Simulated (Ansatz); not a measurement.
Geometry optimisation, Ansatz, UHF/def2-SVP.

input.yaml

```yaml
crystal:
  periodic: [false, false, false]
  atoms:
    - { symbol: W, position_ang: [0.0, 0.0, -0.054549] }
    - { symbol: F, position_ang: [0.0, 0.0, 1.782094] }
    - { symbol: F, position_ang: [1.820947, 0.0, -0.055867] }
    - { symbol: F, position_ang: [0.0, 1.820963, -0.045279] }
    - { symbol: F, position_ang: [-1.820947, 0.0, -0.055867] }
    - { symbol: F, position_ang: [0.0, -1.820963, -0.045279] }
    - { symbol: F, position_ang: [0.0, 0.0, -1.872953] }
    - { symbol: H, position_ang: [0.0, 0.0, 3.9177] }
magnetization:
  spin_polarized: true
  initial_magnetization: 1
basis:
  gaussian: { orbitals: def2-SVP }
hamiltonian:
  xc: hf
relax:
  f_tol: 0.03
  max_steps: 50
```

Run as:

```bash
$ ansatz run input.yaml --threads 4 --pin off --max-ram 5120MiB --backend cpu --events-out ev --progress --plain --runs-dir out
```

Problem. Where does it end, and by what steps?

Solution. It converged. The force dipped under the threshold on the way, but the program's further checks kept it going. After 11 steps the energy has fallen by 0.143 eV; H8 moved furthest, 1.45 Å.

```
step  energy less start (eV)  largest force component (eV/Å)  accepted
   0                  0.0000                           0.908       yes
   1                 -0.0680                           0.333       yes
   2                 -0.1097                           0.126       yes
   3                 -0.1204                           0.752       yes
   4                 -0.1343                           0.373       yes
   5                 -0.1408                           0.014       yes
   6                 -0.1420                           0.067       yes
   7                 -0.1430                           0.046       yes
   8                 -0.1430                           0.030       yes
   9                 -0.1434                           0.018       yes
  10                 -0.1434                           0.040       yes
  11                 -0.1435                           0.016       yes
```

```xyz
8
Properties=species:S:1:pos:R:3
W 0.000 0.000 -0.258
F 0.000 0.000 1.564
F 1.822 0.000 -0.257
F 0.000 1.822 -0.257
F -1.822 0.000 -0.257
F 0.000 -1.822 -0.257
F 0.000 0.000 -2.079
H 0.000 0.000 5.372
```

Whether the end is a true minimum wasn't checked by a vibrational analysis.

Time of the run: 19 s on 4 threads of Arm Neoverse V2, on a shared host, peak memory 0.39 GiB.
